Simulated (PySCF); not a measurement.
# Si(OtBu)2Me2: computed shieldings and shifts

Si(OtBu)2Me2, C10H24O2Si, point group C1.

Geometry (Å), atoms numbered from 1 in this order:
```xyz
37

Si   -0.392   -0.335   -1.073
O    -0.610   -0.300    0.582
C    -1.703   -0.035    1.444
C    -2.992   -0.637    0.890
C    -1.352   -0.689    2.776
C    -1.850    1.475    1.617
H    -3.829   -0.474    1.585
H    -3.265   -0.176   -0.073
H    -2.878   -1.720    0.736
H    -1.215   -1.771    2.639
H    -2.142   -0.523    3.524
H    -0.410   -0.273    3.163
H    -2.103    1.959    0.662
H    -0.906    1.907    1.982
H    -2.643    1.715    2.342
O     1.239   -0.490   -1.318
C     2.374    0.046   -0.651
C     2.638   -0.782    0.604
C     3.532   -0.083   -1.634
C     2.148    1.511   -0.286
H     3.537   -0.427    1.132
H     1.775   -0.721    1.282
H     2.789   -1.837    0.331
H     3.662   -1.136   -1.924
H     4.472    0.280   -1.191
H     3.324    0.499   -2.544
H     1.303    1.609    0.412
H     1.935    2.106   -1.188
H     3.041    1.934    0.198
C    -1.052    1.216   -1.890
H    -0.764    1.221   -2.953
H    -0.647    2.127   -1.425
H    -2.152    1.266   -1.842
C    -1.140   -1.856   -1.850
H    -0.816   -2.758   -1.309
H    -0.804   -1.948   -2.895
H    -2.240   -1.824   -1.846
```

GIAO calculations in PySCF on the PBE0-D3(BJ)/def2-SVP structure: isolated species, non-relativistic, equivalent atoms averaged; basis pcSseg-1.

(1) Give the isotropic shieldings (ppm) with PBE0, wB97X-D.

(2) And the chemical shifts, against references computed in the same way?

(3) Which part of the shielding of Si1 depends on the functional?

Answers

(1) 
```tsv
atoms	environment	PBE0	wB97X-D
Si1	silicon bonded to 2 C, 2 O	358.3	359.2
O2/O16	oxygen bonded to C, Si	224.0	228.3
C3/C17	carbon bonded to 3 C, O	112.9	113.7
C4/C5/C6/C18/C19/C20	carbon bonded to C, 3 H	151.3	151.0
C30/C34	carbon bonded to Si, 3 H	180.3	180.4
H7/H8/H9/H10/H11/H12/H13/H14/H15/H21/H22/H23/H24/H25/H26/H27/H28/H29	hydrogen on a carbon bonded to C	29.97	30.09
H31/H32/H33/H35/H36/H37	hydrogen on a carbon bonded to Si	31.15	31.26
HOMO–LUMO gap (eV)	–	8.39	12.02
```

(2) 
```
                                                               atoms  nucleus, reference   PBE0  wB97X-D
                                                                 Si1           ²⁹Si, TMS   -6.4     -6.3
                                                              O2/O16            ¹⁷O, H2O  110.6    104.9
                                                              C3/C17            ¹³C, TMS   71.5     70.9
                                                C4/C5/C6/C18/C19/C20            ¹³C, TMS   33.1     33.5
                                                             C30/C34            ¹³C, TMS    4.1      4.1
H7/H8/H9/H10/H11/H12/H13/H14/H15/H21/H22/H23/H24/H25/H26/H27/H28/H29             ¹H, TMS   1.29     1.29
                                             H31/H32/H33/H35/H36/H37             ¹H, TMS   0.12     0.12
```

(3) Diamagnetic: PBE0 887, wB97X-D 887 ppm; paramagnetic: PBE0 -529, wB97X-D -528 ppm.

Experimental scales use liquid or dissolved standards, which lie at an offset from isolated H2O (liquid H2O: subtract about 36 ppm).
